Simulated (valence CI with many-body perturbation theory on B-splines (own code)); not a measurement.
# Forbidden lines of Sm¹³⁺

Level of theory: relativistic CI+MBPT: three valence electrons over a frozen Dirac-Fock core [Kr] 4d10, a basis of 7 s, 7 p, 7 d, 7 f, 4 g, 2 h functions for each j, with the one-electron correlation potential Σ1, the two-electron term Σ2, the three-electron term Σ3, Breit, model QED; selected CI, second order for the rest, scaled by the run's own slope (own B-spline code, finite nucleus).

No measured levels were compared; by estimate terms of the open shell hold to a few per cent of their energy, and close levels can change places; configurations with another count of f electrons can be misplaced by thousands of cm⁻¹.

Lines 1 to 38 of 38 in falling wavelength, among levels below 527450 cm⁻¹, chosen from the decays that carry over 1 % of a level's rate. Wavelengths and rates use the calculated energies, so an error of 2000 cm⁻¹ moves a line at 28610 Å by 57 % and its rate by three times that or more. Electric multipoles are in the length gauge, E1 and E2 with the static RPA response of the core. S is in atomic units (e²a₀⁴ for E2 and M2, e²a₀⁶ for E3), for M1 in squared Bohr magnetons. Weak lines are less certain than strong ones. Lines between different terms over intervals too small for the method are left out, as are lines whose strength nearly cancels. Where a level lies close to another of its J and parity, the split of strength between their lines is uncertain.

Names give the largest LS component (configuration and term), which can be under half, so a name can repeat, a term be missing and a line seem to break the LS rules; names also repeat where a configuration has a term twice.

```
λ vac (Å)           Upper          Lower  Type   A (s⁻¹)  S (a.u.)
    44090    4f²5s ⁴H_9/2   4f²5s ⁴H_7/2    M1  4.73e-01  1.50e+01
    39780    4f³ ²L°_17/2   4f³ ²L°_15/2    M1  1.92e-01  8.05e+00
    29390   4f²5s ⁴H_11/2   4f²5s ⁴H_9/2    M1  1.79e+00  2.02e+01
    28610    4f²5s ⁴P_1/2   4f²5s ²D_3/2    M1  1.25e-01  2.17e-01
    26120   4f²5s ⁴H_13/2  4f²5s ⁴H_11/2    M1  1.71e+00  1.58e+01
    18450   4f²5s ²H_11/2   4f²5s ⁴F_9/2    M1  9.78e-01  2.73e+00
    16150   4f5s² ²F°_7/2  4f5s² ²F°_5/2    M1  2.76e+00  3.44e+00
    13820   4f²5s ²H_11/2   4f²5s ²H_9/2    M1  2.35e+00  2.76e+00
     9537   4f²5s ²H_11/2  4f²5s ⁴H_13/2    M1  1.00e+00  3.87e-01
     8639    4f²5s ²P_1/2   4f²5s ⁴P_1/2    M1  5.02e-01  2.40e-02
     6986   4f²5s ²H_11/2  4f²5s ⁴H_11/2    M1  1.00e-01  1.52e-02
     6866    4f²5s ⁴F_9/2   4f²5s ⁴H_7/2    M1  1.83e+00  2.20e-01
     6636    4f²5s ²P_1/2   4f²5s ²D_3/2    M1  2.47e+00  5.36e-02
     6016    4f³ ²L°_17/2   4f³ ²K°_15/2    M1  3.17e+00  4.61e-01
     5644   4f²5s ²H_11/2   4f²5s ⁴H_9/2    M1  5.22e-01  4.18e-02
     4556   4f²5s ²I_13/2  4f²5s ²H_11/2    M1  6.81e-01  3.34e-02
     4540   4f²5s ²I_11/2  4f²5s ²H_11/2    M1  2.28e+00  9.48e-02
     3644   4f²5s ²I_11/2   4f²5s ⁴F_9/2    M1  1.03e+00  2.22e-02
     3595    4f²5s ⁴P_1/2   4f²5s ⁴F_5/2    E2  9.87e-02  1.06e-01
     3556    4f²5s ²P_1/2   4f²5s ²F_5/2    E2  2.15e-01  2.18e-01
     3418   4f²5s ²I_11/2   4f²5s ²H_9/2    M1  1.52e+00  2.69e-02
     3412    4f²5s ⁴P_1/2   4f²5s ⁴F_3/2    E2  1.83e-01  1.51e-01
     3412    4f²5s ⁴P_1/2   4f²5s ⁴F_3/2    M1  5.24e-02  1.54e-04
     3083   4f²5s ²I_13/2  4f²5s ⁴H_13/2    M1  4.43e+00  6.74e-02
     2758   4f²5s ²I_13/2  4f²5s ⁴H_11/2    M1  3.67e+00  3.99e-02
     2752   4f²5s ²I_11/2  4f²5s ⁴H_11/2    M1  1.27e+00  1.18e-02
     2659    4f²5s ²S_1/2   4f²5s ²P_3/2    M1  4.88e+00  6.81e-03
     2516   4f²5s ²I_11/2   4f²5s ⁴H_9/2    M1  2.00e+00  1.42e-02
     2497    4f²5s ²S_1/2   4f²5s ²P_1/2    M1  1.69e+01  1.95e-02
     2464    4f³ ²L°_17/2   4f³ ⁴I°_15/2    M1  1.12e-01  1.12e-03
     2446    4f²5s ²P_1/2   4f²5s ⁴F_3/2    M1  1.94e-01  2.11e-04
     2117    4f²5s ²S_1/2   4f²5s ⁴P_5/2    E2  1.12e+00  8.48e-02
     1999    4f²5s ²S_1/2   4f²5s ⁴P_3/2    M1  5.01e+01  2.97e-02
     1937    4f²5s ²S_1/2   4f²5s ⁴P_1/2    M1  8.14e+00  4.39e-03
     1814    4f²5s ²S_1/2   4f²5s ²D_3/2    E2  4.98e+00  1.75e-01
     1814    4f²5s ²S_1/2   4f²5s ²D_3/2    M1  1.73e+00  7.64e-04
     1796    4f²5s ²S_1/2   4f²5s ²D_5/2    E2  6.47e+00  2.16e-01
    484.5  4f5s5p ⁴G_11/2  4f²5s ⁴H_13/2    E2  4.49e+03  1.28e+00
```
